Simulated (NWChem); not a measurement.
Everything below was run with NWChem. System: DMAc (C₄H₉NO), charge 0, spin multiplicity 1, at a geometry optimised with PBE0/def2-SVP. Level: RHF/def2-SVP.

The NWChem input:

```
start mol
memory heap 200 mb stack 900 mb global 1100 mb
geometry units angstroms nocenter noautoz noautosym
  C     -1.652646    -0.591439    -0.629410
  N     -0.573431    -0.065158     0.168681
  C     -0.916339     0.317879     1.511643
  C      0.679285     0.019425    -0.385759
  C      1.791438     0.574891     0.481083
  O      0.901124    -0.335148    -1.528786
  H     -2.459919     0.153340    -0.742233
  H     -1.254956    -0.847874    -1.618272
  H     -2.084161    -1.495027    -0.164067
  H     -0.048167     0.710289     2.051217
  H     -1.309554    -0.542975     2.082502
  H     -1.697735     1.099307     1.513673
  H      2.700372     0.582133    -0.130688
  H      1.580832     1.600589     0.819977
  H      1.967876    -0.047029     1.372069
end
basis spherical
  * library def2-svp
end
scf
  rhf
  nopen 0
  maxiter 100
  thresh 1e-7
  semidirect memsize 60000000 filesize 0
end
task scf energy
```

Part of the output:

```
             Northwest Computational Chemistry Package (NWChem) 7.3.0
             --------------------------------------------------------

                                NWChem Input Module
                                -------------------

 Scaling coordinates for geometry "geometry" by  1.889725989
 (inverse scale =  0.529177249)

                             Geometry "geometry" -> ""
                             -------------------------

 Output coordinates in angstroms (scale by  1.889725989 to convert to a.u.)

  No.       Tag          Charge          X              Y              Z
 ---- ---------------- ---------- -------------- -------------- --------------
    1 C                    6.0000    -1.65264600    -0.59143900    -0.62941000
    2 N                    7.0000    -0.57343100    -0.06515800     0.16868100
    3 C                    6.0000    -0.91633900     0.31787900     1.51164300
    4 C                    6.0000     0.67928500     0.01942500    -0.38575900
    5 C                    6.0000     1.79143800     0.57489100     0.48108300
    6 O                    8.0000     0.90112400    -0.33514800    -1.52878600
    7 H                    1.0000    -2.45991900     0.15334000    -0.74223300
    8 H                    1.0000    -1.25495600    -0.84787400    -1.61827200
    9 H                    1.0000    -2.08416100    -1.49502700    -0.16406700
   10 H                    1.0000    -0.04816700     0.71028900     2.05121700
   11 H                    1.0000    -1.30955400    -0.54297500     2.08250200
   12 H                    1.0000    -1.69773500     1.09930700     1.51367300
   13 H                    1.0000     2.70037200     0.58213300    -0.13068800
   14 H                    1.0000     1.58083200     1.60058900     0.81997700
   15 H                    1.0000     1.96787600    -0.04702900     1.37206900

 Effective nuclear repulsion energy (a.u.)     251.1507790554

            Nuclear Dipole moment (a.u.)
            ----------------------------
        X                 Y               Z
 ---------------- ---------------- ----------------
    -0.0000170075    -0.0000018897    -0.0000018897


 Summary of "ao basis" -> "" (spherical)
 ------------------------------------------------------------------------------
       Tag                 Description            Shells   Functions and Types
 ---------------- ------------------------------  ------  ---------------------
 *                          def2-svp                  on all atoms

 Summary of "ao basis" -> "ao basis" (spherical)
 ------------------------------------------------------------------------------
       Tag                 Description            Shells   Functions and Types
 ---------------- ------------------------------  ------  ---------------------
 C                          def2-svp                 6       14   3s2p1d
 N                          def2-svp                 6       14   3s2p1d
 O                          def2-svp                 6       14   3s2p1d
 H                          def2-svp                 3        5   2s1p

                                 NWChem SCF Module
                                 -----------------

  ao basis        = "ao basis"
  functions       =   129
  atoms           =    15
  closed shells   =    24
  open shells     =     0
  charge          =   0.00
  wavefunction    = RHF
  use symmetry    = F
  symmetry adapt  = F

 Summary of "ao basis" -> "ao basis" (spherical)
 ------------------------------------------------------------------------------
[...]
      One-electron energy =   -885.827646069837
      Two-electron energy =    348.857419551721
 Nuclear repulsion energy =    251.150779055433

        Time for solution =      5.4s

             Final eigenvalues
             -----------------

              1
    1  -20.5034
    2  -15.5811
    3  -11.3479
    4  -11.2790
    5  -11.2583
    6  -11.2420
    7   -1.3624
    8   -1.2335
    9   -1.0057
   10   -0.9609
   11   -0.9063
   12   -0.7342
   13   -0.6821
   14   -0.6588
   15   -0.6533
   16   -0.5886
   17   -0.5781
   18   -0.5614
   19   -0.5553
   20   -0.5508
   21   -0.5258
   22   -0.5031
   23   -0.4158
   24   -0.3685
   25    0.1626
   26    0.1876
   27    0.1982
   28    0.2326
   29    0.2452
   30    0.2521
   31    0.2626
   32    0.2738
   33    0.2896
   34    0.3000

                       ROHF Final Molecular Orbital Analysis
                       -------------------------------------

 Vector   22  Occ=2.000000D+00  E=-5.031254D-01
              MO Center=  6.3D-01, -4.3D-02, -5.2D-01, r^2= 3.4D+00
   Bfn.  Coefficient  Atom+Function         Bfn.  Coefficient  Atom+Function
  ----- ------------  ---------------      ----- ------------  ---------------
    75      0.356973   6 O  py               78      0.258670   6 O  py
    47      0.235369   4 C  py               61     -0.190439   5 C  py
   125      0.176330  15 H  s               120     -0.171200  14 H  s
    50      0.160266   4 C  py

 Vector   23  Occ=2.000000D+00  E=-4.158335D-01
              MO Center=  8.3D-01, -1.6D-01, -9.9D-01, r^2= 2.0D+00
   Bfn.  Coefficient  Atom+Function         Bfn.  Coefficient  Atom+Function
  ----- ------------  ---------------      ----- ------------  ---------------
    74      0.525952   6 O  px               77      0.406947   6 O  px
    17      0.235889   2 N  s                59     -0.185238   5 C  s
    62      0.172991   5 C  pz               18     -0.158652   2 N  px
    21      0.152592   2 N  px               75      0.150769   6 O  py

 Vector   24  Occ=2.000000D+00  E=-3.684518D-01
              MO Center= -4.5D-01, -1.5D-01, -1.4D-01, r^2= 2.8D+00
   Bfn.  Coefficient  Atom+Function         Bfn.  Coefficient  Atom+Function
  ----- ------------  ---------------      ----- ------------  ---------------
    19      0.433754   2 N  py               22     -0.426151   2 N  py
    75      0.284386   6 O  py               78      0.245740   6 O  py
    20     -0.150417   2 N  pz

 Vector   25  Occ=0.000000D+00  E= 1.626185D-01
              MO Center= -5.3D-01,  3.2D-01,  1.3D+00, r^2= 8.0D+00
   Bfn.  Coefficient  Atom+Function         Bfn.  Coefficient  Atom+Function
  ----- ------------  ---------------      ----- ------------  ---------------
    31      1.949161   3 C  s                59      1.857121   5 C  s
     3      1.100316   1 C  s               106     -0.950113  11 H  s
   111     -0.944129  12 H  s               121     -0.783058  14 H  s
   126     -0.781896  15 H  s               101     -0.750735  10 H  s
    45     -0.710268   4 C  s                96     -0.605541   9 H  s

 Vector   26  Occ=0.000000D+00  E= 1.876214D-01
              MO Center=  5.5D-01,  1.1D-01,  5.2D-02, r^2= 4.8D+00
   Bfn.  Coefficient  Atom+Function         Bfn.  Coefficient  Atom+Function
  ----- ------------  ---------------      ----- ------------  ---------------
   126      0.767858  15 H  s               121     -0.697996  14 H  s
    50      0.485352   4 C  py               64      0.452008   5 C  py
    96     -0.440998   9 H  s                86      0.421979   7 H  s
   106     -0.412881  11 H  s               111      0.399591  12 H  s
    47      0.378574   4 C  py               78     -0.355738   6 O  py

 Vector   27  Occ=0.000000D+00  E= 1.982404D-01
              MO Center= -4.6D-02,  2.6D-01,  6.9D-01, r^2= 1.0D+01
   Bfn.  Coefficient  Atom+Function         Bfn.  Coefficient  Atom+Function
  ----- ------------  ---------------      ----- ------------  ---------------
    59      2.472207   5 C  s                 3     -1.621704   1 C  s
   121     -1.046378  14 H  s               126     -1.021241  15 H  s
    86      0.938764   7 H  s                96      0.917423   9 H  s
   116     -0.730495  13 H  s                45     -0.573596   4 C  s
   111      0.542188  12 H  s               106      0.513715  11 H  s

 center of mass
 --------------
 x =   0.05596703 y =  -0.02608289 z =  -0.11145647

 moments of inertia (a.u.)
 ------------------
         393.247685321944         -82.683323174434          63.258961631864
         -82.683323174434         806.473070024884         -93.329339074574
          63.258961631864         -93.329339074574         550.141330088739

  Mulliken analysis of the total density
  --------------------------------------

    Atom       Charge   Shell Charges
 -----------   ------   -------------------------------------------------------
    1 C    6     5.86   1.99  0.85  0.17  2.01  0.78  0.05
    2 N    7     7.64   1.99  0.94  0.57  2.47  1.64  0.03
    3 C    6     5.84   1.99  0.85  0.16  2.01  0.77  0.05
    4 C    6     5.61   1.99  0.92  0.13  1.89  0.54  0.14
    5 C    6     6.08   1.99  0.86  0.20  2.06  0.94  0.03
    6 O    8     8.45   1.99  1.07  0.73  2.81  1.83  0.02
    7 H    1     0.97   0.76  0.19  0.02
    8 H    1     0.91   0.74  0.15  0.03
    9 H    1     0.97   0.76  0.19  0.02
   10 H    1     0.95   0.76  0.17  0.03
   11 H    1     0.96   0.76  0.18  0.02
   12 H    1     0.96   0.76  0.18  0.02
   13 H    1     0.93   0.74  0.16  0.03
   14 H    1     0.94   0.75  0.17  0.03
   15 H    1     0.94   0.75  0.17  0.03

       Multipole analysis of the density wrt the origin
       ------------------------------------------------

     L   x y z        total         open         nuclear
     -   - - -        -----         ----         -------
     0   0 0 0     -0.000000      0.000000     48.000000

     1   1 0 0     -0.520316      0.000000     -0.000017
     1   0 1 0      0.385800      0.000000     -0.000002
     1   0 0 1      1.441095      0.000000     -0.000002

     2   2 0 0    -26.608995      0.000000    294.543157
     2   1 1 0      1.236925      0.000000     53.008062
     2   1 0 1      2.669016      0.000000    -27.579315
     2   0 2 0    -27.796551      0.000000     48.234188
     2   0 1 1     -0.430355      0.000000     55.061345
     2   0 0 2    -30.825565      0.000000    192.372017

 Task  times  cpu:        7.8s     wall:        7.8s

 Total times  cpu:        7.8s     wall:        7.8s
```
